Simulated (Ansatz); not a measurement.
Reaction (hydrogenolysis of the Si–Cl bond): `BC[SiH](F)Cl` + H₂ → `BC[SiH2]F` + HCl

Isolated molecules relaxed with PBE0-D4/def2-TZVP in Ansatz; ΔE leaves out vibrations. CCSD(T)/CBS is the MP2 limit (def2-TZVPP, def2-QZVPP) plus CCSD(T) − MP2 in def2-TZVPP, frozen cores. This one scheme is used for every species. Functionals use def2-TZVPP. One conformer a species, not always the lowest.

| level | ΔE (kcal/mol) |
| --- | --- |
| r2SCANh | 22.6 |
| SCS-MP2/def2-TZVPP | 21.1 |

What does CCSD(T)/CBS give? (An estimate is asked.)

The calculation gave: +21.7 kcal/mol. The listed levels differ from it by 0.9, -0.6 kcal/mol.

Largest T1 diagnostic among the species: 0.011.

Leaving LDA and LC-ωPBE aside and taking each functional with its dispersion term where it has one, the values, not all of them listed here, spread over 2.5 kcal/mol, from B2PLYP to r2SCAN-D4. LDA lies +0.8 kcal/mol from PBE without D4. In def2-TZVPP, CCSD(T) changes the Hartree–Fock value by +2.6 kcal/mol (the triples alone add +0.9 kcal/mol) and MP2 by +4.9 kcal/mol. The D4 term adds +2.3 kcal/mol with B3LYP and +1.2 kcal/mol with PBE0; it sums over pairs of atoms, weighted by their polarisabilities, and B3LYP, whose exchange is more repulsive, gets the larger term.

B3LYP here is the variant with VWN-RPA as its local correlation; programs differ in this.
